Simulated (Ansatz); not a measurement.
`[OH][Sn][F]` + `[OH][Al-]1([Cl])[O]C(C(F)(F)F)=CC(C(F)(F)F)=[O+]1` → `[OH][Sn-]1[O]C(C(F)(F)F)=CC(C(F)(F)F)=[O+]1` + `[OH][Al]([F])[Cl]`  (redistribution)

Program: Ansatz. Geometries: PBE0-D4/def2-TZVP. ΔE: electronic, gas phase. CBS: MP2 limit from def2 TZ/QZ plus the TZ coupled-cluster correction, frozen cores. This one scheme is used for every species. Functionals use def2-TZVPP. B3LYP here is the variant with VWN-RPA as its local correlation; programs differ in this. Elements past krypton have def2 core potentials. For Sn outer-core shells are correlated without core-valence functions, which leaves a few kJ/mol of doubt a bond. One conformer a species, not always the lowest.

(1) Is it downhill or uphill in electronic energy at CCSD(T)/CBS, and by how much? (Estimate.)

(2) What do these levels give: LDA (SPW92), r2SCAN-D4, B97M-V, r2SCANh-D4, r2SCAN0-D4, B3LYP, CAM-B3LYP, HF/def2-SVP, MP2/def2-SVP, CCSD(T)/def2-SVP, HF/def2-TZVPP, MP2/def2-QZVPP? (Best estimate.)

Largest T1 diagnostic among the species: 0.018.

Results:

(1) The calculation gave: Uphill: ΔE = +5.2 kcal/mol.

(2) The calculation gave: LDA (SPW92) 8.1, r2SCAN-D4 8.0, B97M-V 8.5, r2SCANh-D4 8.1, r2SCAN0-D4 8.2, B3LYP 7.6, CAM-B3LYP 8.2, HF/def2-SVP 7.0, MP2/def2-SVP 4.3, CCSD(T)/def2-SVP 5.2, HF/def2-TZVPP 8.8, MP2/def2-QZVPP 4.2 kcal/mol.

In def2-TZVPP, CCSD(T) changes the Hartree–Fock value by −3.2 kcal/mol (the triples alone add −0.5 kcal/mol) and MP2 by −4.5 kcal/mol. Leaving LDA and LC-ωPBE aside and taking each functional with its dispersion term where it has one, the values, not all of them listed here, spread over 2.2 kcal/mol, from BLYP-D4 to B97M-V. From BLYP to BHLYP (50 % exact exchange), in def2-TZVPP and without D4, ΔE moves by +1.3 kcal/mol.
